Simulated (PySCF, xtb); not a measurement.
C₂H₆N₂OSi, SMILES N(=C=O)[Si@@H](C)N. One conformer was computed; it need not be the lowest.

Harmonic wavenumbers (cm⁻¹) from GFN2-xTB (xtb 6.7.1) at its own minimum, in rising order: 33, 83, 106, 112, 186, 216, 248, 423, 496, 504, 620, 627, 668, 736, 780, 818, 855, 931, 1379, 1486, 1490, 1503, 1507, 2240, 2504, 3029, 3039, 3044, 3488, 3531.

Question: What does PySCF with B3LYP-D3(BJ)/def2-SVP give at its own minimum? (The exact figures need the calculation; the answer reports its results.)

Answer: 46, 54, 155, 190, 252, 272, 310, 426, 550, 613, 617, 645, 703, 779, 836, 886, 895, 932, 1277, 1432, 1434, 1508, 1548, 2252, 2443, 3033, 3122, 3134, 3563, 3653. Paired by order, the mean absolute difference is 49 cm⁻¹ and the zero-point energies are 52.4 and 53.7 kcal/mol.
